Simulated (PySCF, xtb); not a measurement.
H₆PSi, SMILES [SiH3][PH3+], charge +1.

Coordinates come from a PBE0-D3(BJ)/def2-TZVP optimisation. The isomer is the one that the SMILES or the coordinates give; other isomers of the formula were not compared.

Calculation: IEF-PCM-M06-2X/def2-SVP (PySCF).

The values are the electrostatic part of the solvation free energy, E(continuum) − E(gas) at the gas-phase geometry, in a cavity of scaled van der Waals radii (PySCF's table); cavitation and dispersion terms are not included. In vacuum the orbital gap is 12.24 eV.

```
solvent            ε  ΔG(elec) (kcal/mol)  gap (eV)
-------------  -----  -------------------  --------
water          78.36                -61.4     12.03
benzene         2.27                -34.5     12.17
cyclohexanone  15.62                -58.1     12.05
```

For comparison, GFN2-xTB/ALPB(water) (xtb, at the GFN2-xTB geometry, all terms of that model) gives -51.0 kcal/mol.
